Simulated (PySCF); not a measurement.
Species: C₅H₈F₂O₂Si.
Cartesian coordinates in Å at the GFN2-xTB level; atoms count from 1:
```
atom  x, y, z in Å
O1     2.6282   -0.5080   -0.8765
C2     2.9115    0.5167   -0.3007
O3     2.2141    1.0438    0.6603
C4     1.0507    0.3197    1.0126
Si5    0.7244   -1.4795    0.4078
C6    -0.0356    0.1864   -0.0718
C7    -1.4351    0.5989    0.3222
C8    -2.4502    0.0422   -0.6600
F9    -2.5370   -1.3078   -0.5564
F10   -3.6946    0.5168   -0.3952
H11    3.8055    1.1137   -0.5279
H12    0.7204    0.6951    1.9741
H13    1.3145   -2.4690   -0.4564
H14   -0.0399   -2.0724    1.5070
H15    0.2596    0.6268   -1.0190
H16   -1.5434    1.6877    0.3309
H17   -1.6815    0.2171    1.3144
H18   -2.2204    0.2781   -1.7106
```

NICS is the negative of the GIAO shielding at a point without a nucleus: at the ring centre (0) and 1 Å above and below it (1); zz is the component along the ring normal. Level: GIAO PBE0/pcSseg-1 (PySCF, non-relativistic, gas phase) on the GFN2-xTB geometry, one conformer.

Ring bond lengths (Å), with Mayer bond orders in brackets: C4–Si5 1.926 (0.88), Si5–C6 1.893 (0.85), C6–C4 1.541 (0.85).

Q: Give the NICS values of each ring in ppm.

A: 
| ring | type | NICS(0) | NICS(1), two faces | NICS(1)zz, two faces | rms pucker (Å) | centre to ring atoms, mean (Å) |
| --- | --- | --- | --- | --- | --- | --- |
| C4–Si5–C6 | 3-membered ring with Si; formal bonds all single | -22.2 | -8.0 / -5.2 | -15.6 / -13.7 | 0.00 | 1.03 |

Q: What can be read from them?

A: 
- C4–Si5–C6: mean NICS(1)zz -14.7 ppm, shielded. C4, Si5, C6 have four or more neighbours, so the value isn't read as a sign of a π ring current. NICS(0) lies 16 ppm below the mean NICS(1).

Q: List the ring angles and the Hirshfeld charges of the ring atoms.

A: 
- C4–Si5–C6: C4 65.1° (-0.052 e), Si5 47.6° (+0.285 e), C6 67.3° (-0.132 e); sum 180.0° against 180° for a flat convex ring.

Hardware: one thread, Arm Neoverse V1 (aarch64), no GPU, shared host. Cost: 71 s wall, 0.94 GiB resident at most. This is the whole shielding run at PBE0/pcSseg-1, SCF included.
